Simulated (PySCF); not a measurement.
PySCF job for Al(GeH3)(Me)2 (C2H9AlGe), SMILES [CH3][Al]([GeH3])[CH3], IEF-PCM-M06-2X/def2-SVP. Geometry optimised at B3LYP-D3(BJ)/def2-SVP.

```python
import numpy as np
from pyscf import gto, scf, dft
from pyscf.solvent import pcm

mol = gto.M(
    atom='''
    Al    0.79329609    0.70736395    0.09064492
    Ge   -1.05661868   -0.94381933   -0.13957862
    H    -0.63245477   -2.41303414    0.11343304
    H    -2.20269219   -0.66418619    0.87058753
    H    -1.73118877   -0.92297750   -1.53575910
    C     0.65210646    2.47091642   -0.76022154
    H     1.55151737    2.68802360   -1.36438754
    H     0.60537059    3.26081497    0.01237966
    H    -0.23002948    2.58754531   -1.40921565
    C     2.36367383    0.22273939    1.16485034
    H     3.11473196    1.02717625    1.22784169
    H     2.86097803   -0.67281892    0.75037453
    H     2.06803429   -0.04599109    2.19510511
    ''',
    basis='def2-SVP',
    charge=0,
    spin=0,
    max_memory=1600,
    verbose=3,
)
mf = dft.RKS(mol, xc='m06-2x').density_fit(auxbasis='def2-universal-jkfit')
mf.grids.level = 4
mf.conv_tol = 1e-9
mf.max_cycle = 100
mf.kernel()
res = {}
for name, eps in {'water': 78.355, 'ethanol': 24.852, 'benzene': 2.2706}.items():
    s = mf.PCM()
    s.with_solvent.method, s.with_solvent.eps, s.with_solvent.lebedev_order = 'IEF-PCM', eps, 29
    s.kernel(mf.make_rdm1())
    res[name] = (s.e_tot, eps, s.dip_moment(), s.mo_energy, s.converged)
    print(f'{name}: electrostatic solvation free energy {(s.e_tot - mf.e_tot) * 627.509474:.3f} kcal/mol')
```

Program output:

```
converged SCF energy = -2400.59781224793

WARN: PCM is an experimental feature. It is still in testing.
Features and APIs may be changed in the future.

converged SCF energy = -2400.60338128206
Dipole moment(X, Y, Z, Debye):  1.71109,  1.45403,  0.19563
water: electrostatic solvation free energy -3.495 kcal/mol

WARN: PCM is an experimental feature. It is still in testing.
Features and APIs may be changed in the future.

converged SCF energy = -2400.60309709949
Dipole moment(X, Y, Z, Debye):  1.69045,  1.43692,  0.19311
ethanol: electrostatic solvation free energy -3.316 kcal/mol

WARN: PCM is an experimental feature. It is still in testing.
Features and APIs may be changed in the future.

converged SCF energy = -2400.6001136258
Dipole moment(X, Y, Z, Debye):  1.46476,  1.24905,  0.16612
benzene: electrostatic solvation free energy -1.444 kcal/mol
```

The calculation finished and met its thresholds.

Cost: roughly 2.8 core-minutes.
